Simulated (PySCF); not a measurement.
## SMILES [C@@]12(F)C=C[C@@H]1C(Br)=C2, C6H4BrF

Cartesian coordinates in Å; atom numbers follow the order of the lines, from 1:
```xyz
12

F    -0.766    2.040   -0.695
C    -0.320    0.911   -0.085
C    -1.281    0.128    0.790
C    -1.049   -1.025    0.169
C    -0.076   -0.436   -0.833
C     1.333   -0.303   -0.299
Br    2.766   -1.497   -0.400
C     1.137    0.855    0.332
H    -1.877    0.445    1.623
H    -1.360   -2.040    0.321
H    -0.236   -0.581   -1.893
H     1.730    1.504    0.944
```

Computed with TDDFT BHandHLYP/aug-cc-pVDZ circular dichroism and optical rotation, one conformer, gas phase in PySCF 2.14.0. Geometry: GFN2-xTB.

The calculation is non-relativistic, which matters for the atoms heavier than Zn. Singlets 12 and 13 lie within 0.01 eV of each other, so their separate moments and overlaps can depend on how they mix.

Stereocentres: C2 R, C5 S.

(1) What is the specific rotation at 633, 589.3, 546, 436, 405, 365, 355 nm?

(2) And for the mirror image at 589.3 nm?

(3) What is the molar rotation [Φ] = [α]·M/100 of the geometry above at 589.3 nm?

## Answers

(1) [α] in deg dm⁻¹ (g/mL)⁻¹:
```csv
λ (nm),origin-invariant length gauge,modified velocity gauge,length gauge (centre of mass),isotropic polarisability (au)
633,+26.3,+24.8,+26.5,85.4
589.3,+27.8,+26.1,+28.1,85.8
546,+28.4,+26.3,+28.6,86.3
436,+9.2,+5.5,+9.7,88.2
405,-15.1,-19.6,-14.5,89.1
365,-92.3,-98.3,-91.5,90.8
355,-128.5,-134.9,-127.6,91.3
```

(2) -27.8 deg dm⁻¹ (g/mL)⁻¹ (origin-invariant length gauge): the same size and the opposite sign.

(3) With M = 175.00 g/mol, +48.7 deg cm² dmol⁻¹ (origin-invariant length gauge).

The first excitation lies at 5.25 eV (236 nm) with R = -47.5 × 10⁻⁴⁰ esu² cm² (velocity form).
